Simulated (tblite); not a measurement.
C₇H₁₀Cl (doublet state).
Z-matrix (Å and degrees, GFN2-xTB geometry), rows numbered from 1:
```
Cl
C   1  1.7815
C   2  1.4452  1  119.93
C   3  1.4617  2   63.54  1  -109.73
C   4  1.5284  2  121.81  3  -109.83
C   5  1.5288  4  105.20  2  -146.92
C   6  1.5264  5  103.60  4    29.07
C   7  1.5261  6  102.91  5   -41.21
H   2  1.0813  1  109.24  3   148.44
H   3  1.0693  2  130.25  4   122.49
H   5  1.0902  4  112.04  2    90.51
H   5  1.0922  4  108.47  2   -28.41
H   6  1.0888  5  112.24  4   151.07
H   6  1.0910  5  110.11  4   -88.12
H   7  1.0886  6  112.84  5  -162.66
H   7  1.0909  6  109.92  5    75.85
H   8  1.0922  4  108.80  2  -119.43
H   8  1.0887  4  112.38  2     0.58
```

The geometry is computed with GFN2-xTB (gas phase). This method treats the open shell by occupation alone, without spin polarisation.

Masses are those of the commonest isotopes; rigid-rotor values at the optimised geometry. The values belong to one conformer with, in the numbering `[Cl:1][C@@H:2]1[CH:3][C:4]12[CH2:5][CH2:6][CH2:7][CH2:8]2`, Cl1–C2–C3–C4 -110°, C2–C3–C4–C5 110°, C3–C4–C5–C6 144°, C4–C5–C6–C7 29°.

**Question.** What are A, B and C (MHz)?

**Answer.** Ia = 147.43, Ib = 459.33, Ic = 500.58 u·Å²; 505379 MHz·u·Å²/I gives A = 3428, B = 1100, C = 1010 MHz.

**Question.** Classify the top.

**Answer.** A near-prolate asymmetric top: κ = (2 × 1100 − 3428 − 1010)/(3428 − 1010) = -0.93.

**Question.** Is it planar, by Δ = Ic − Ia − Ib?

**Answer.** Not planar: Δ = Ic − Ia − Ib = -106.18 u·Å². For a rigid frame Δ = −2 Σ m c², so Σ m c² = 53.09 u·Å² lies off the ab plane: 15.97 from hydrogen and 37.12 from heavier atoms. The atom farthest from that plane is 2.03 Å away.

**Question.** Give the other two planar moments, Paa and Pbb, and the rms extents of the mass along the axes.

**Answer.** Paa = Σ m a² = (Ib + Ic − Ia)/2 = 406.24 and Pbb = Σ m b² = (Ia + Ic − Ib)/2 = 94.34 u·Å². With the mass M = 129.05 u, the rms extents √(P/M) along a, b and c are 1.77, 0.86, 0.64 Å.

**Question.** Give the coordinates in the principal-axis frame, origin at the centre of mass.

**Answer.** The sense of each axis is arbitrary; atoms in the order of the calculation.
```tsv
atom	mass (u)	a (Å)	b (Å)	c (Å)
Cl1	34.969	2.288	0.529	0.305
C2	12.000	1.066	-0.765	0.233
C3	12.000	0.617	-1.263	-1.048
C4	12.000	-0.346	-0.475	-0.282
C5	12.000	-0.771	0.925	-0.724
C6	12.000	-2.252	1.029	-0.356
C7	12.000	-2.387	0.106	0.852
C8	12.000	-1.528	-1.094	0.463
H9	1.008	1.177	-1.409	1.094
H10	1.008	1.022	-1.115	-2.027
H11	1.008	-0.592	1.091	-1.786
H12	1.008	-0.182	1.657	-0.167
H13	1.008	-2.551	2.054	-0.140
H14	1.008	-2.869	0.656	-1.174
H15	1.008	-3.419	-0.171	1.058
H16	1.008	-1.972	0.589	1.738
H17	1.008	-2.076	-1.742	-0.224
H18	1.008	-1.213	-1.689	1.318
```

**Question.** Estimate the classical rotational partition function at 10 K, 50 K and 200 K.

**Answer.** Point group C1, symmetry number σ = 1; q = (√π/σ)·√((kT/h)³/(ABC)), k/h = 20836.6 MHz/K: 2730 at 10 K, 30500 at 50 K, 244000 at 200 K.

For this open shell read J as N, the rotation without spin; fine and hyperfine splittings come on top. Its GFN2-xTB frequencies are all real (lowest 54 cm⁻¹). No vibrational averaging or centrifugal distortion is included, and the geometry carries the error of its method.

Hardware: an Arm Neoverse V1 with one thread (shared host). Cost: 0.53 s. That covers the optimisation of the geometry.
